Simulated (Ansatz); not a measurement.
A run for Ansatz (a quantum-chemistry and plane-wave program): R-wB97M-V/def2-TZVPP on H4OSn (SMILES [OH][SnH3]), atoms moved off the minimum. Elements past Kr take the def2 small-core potentials; no spin–orbit coupling.

Ansatz 0.2 input:
```yaml
crystal:
  periodic: [false, false, false]
  atoms:
    - {symbol: Sn, position_ang: [-0.09342601, -0.00129261, -0.08747812]}
    - {symbol: O, position_ang: [1.52199659, -0.29204114, 0.44048956]}
    - {symbol: H, position_ang: [-0.39997965, 1.55492191, -0.98509672]}
    - {symbol: H, position_ang: [-1.37311914, -0.26872282, 1.35987668]}
    - {symbol: H, position_ang: [-0.52833794, -1.16526242, -1.06060538]}
    - {symbol: H, position_ang: [2.43900901, -0.16465219, -0.14082090]}
basis:
  gaussian:
    orbitals: def2-TZVPP
hamiltonian:
  xc: {name: wB97M-V}
scf: {lower_state_search: off}
output: {forces: true}
```

Program output:

```
WARN ansatz: RAYON_NUM_THREADS=1 ignored (pool sized by the plan → 1); use --threads N
Functional definition: wB97M-V
these checks for a lower state are left out or cut short: stability, starts, cluster_reference, orbital_swaps, neighbouring_geometries, increment
integrals: 0.06 GiB planned
819 factors; their error is unknown
integrals: 0.09 GiB planned
198 factors; integrals over basis functions are off by at most 1.1e-5 eV
mean field: 0.58 GiB planned
mean field evaluation 1: about -7936.0492 eV, gradient 5.0e1 eV
mean field evaluation 2: about -7933.5861 eV, gradient 6.4e1 eV
mean field evaluation 4: about -7940.0577 eV, gradient 1.1e0 eV
mean field evaluation 8: about -7940.1071 eV, gradient 2.7e-1 eV
mean field evaluation 16: about -7940.1071 eV, gradient 3.2e-4 eV
mean field -7940.10714988 eV, -291.7935557602 hartree, gradient 4.7e-6 eV, S^2 0.000000; 0 other end points of the search recorded, 0 dependent functions left out
the calculation of the forces begins
reference -7940.10720450 eV, -291.7935577673 hartree; 17, 17 occupied and 120, 120 virtual orbitals, 819 factors
Total energy: -7940.10720450 eV, -291.7935577673 hartree
Atom 0 at    -0.093426    -0.001293    -0.087478 Å, force    -9.997500     3.487499    -0.900780 eV/Å
Atom 1 at     1.521997    -0.292041     0.440490 Å, force    12.745834    -0.809026     0.599318 eV/Å
Atom 2 at    -0.399980     1.554922    -0.985097 Å, force     0.362580    -0.925208     0.820240 eV/Å
Atom 3 at    -1.373119    -0.268723     1.359877 Å, force     1.639217     0.550206    -1.384968 eV/Å
Atom 4 at    -0.528338    -1.165262    -1.060605 Å, force    -0.608311    -1.808175    -1.653582 eV/Å
Atom 5 at     2.439009    -0.164652    -0.140821 Å, force    -4.141820    -0.495296     2.519771 eV/Å
Dipole moment:     0.336601     0.060697    -0.258856 e Å
Checks for a lower state left out: stability, starts, cluster_reference, orbital_swaps, neighbouring_geometries, increment
```

Self-consistency was reached.

Cost: roughly 6 core-seconds.
